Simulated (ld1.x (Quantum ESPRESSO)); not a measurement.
Building the ultrasoft potential for thallium (PW91, fully relativistic).

ld1.x (Quantum ESPRESSO) 7.5 input, shortened:

```
&input
   title='Tl', zed=81., rel=2, dft='PW91', iswitch=3,
   config='[Xe] 4f14 5d10 6s1.75 6p1.25', rel_dist='average'
 /
 &inputp
   pseudotype=3, tm=.true., lloc=-2, rcloc=2.35,
   nlcc=.false.,
   which_augfun='PSQ', rmatch_augfun=1.70
 /
6
6S  1  0   1.75   0.00  2.00  2.45  0.0
6S  1  0   0.00  -0.25  2.00  2.45  0.0
6P  2  1   1.25   0.00  1.90  2.25  0.0
6P  2  1   0.00   1.30  1.90  2.25  0.0
5D  3  2  10.00   0.00  1.65  2.15  0.0
5D  3  2   0.00   0.80  1.65  2.15  0.0
 &test
   configts(1)='5d10 6s1.75 6p1.25'
 /
```

Open shells are filled in proportion to 2j + 1 (rel_dist='average').

Estimate the cutoffs (Ry, on a coarse ladder) from which the occupation-weighted sum of valence levels, in a spherical-Bessel basis at the reference potential, stays within 10 and 1 mRy of its value at 400 Ry.

25 Ry and 40 Ry.

Does the potential have ghost states?

No extra level below or beside the all-electron valence levels (s, p1/2, p3/2, d3/2, d5/2, f tested).

Is the overlap operator S = 1 + Σ q|β⟩⟨β| positive definite (Bessel basis up to 400 Ry)?

Yes: its lowest eigenvalue is 0.10 (d3/2 channel).

Which valence shell sets the plane-wave cutoff?

5d: its level needs 25 Ry to come within 1 mRy, against 10 Ry for 6p.

Tests: 5d10 6s2 6p1; 5d10 6s2 6p0; 5d10 6s1 6p0; 5d9 6s2 6p1; 5d9 6s2 6p2; 5d10 6s1 6p1; 5d10 6s2 6p1.3. Which has the largest error in its energy relative to the reference configuration, and how large is it?

5d9 6s2 6p2, with +81 meV (all-electron minus pseudo) on +12.78 eV.
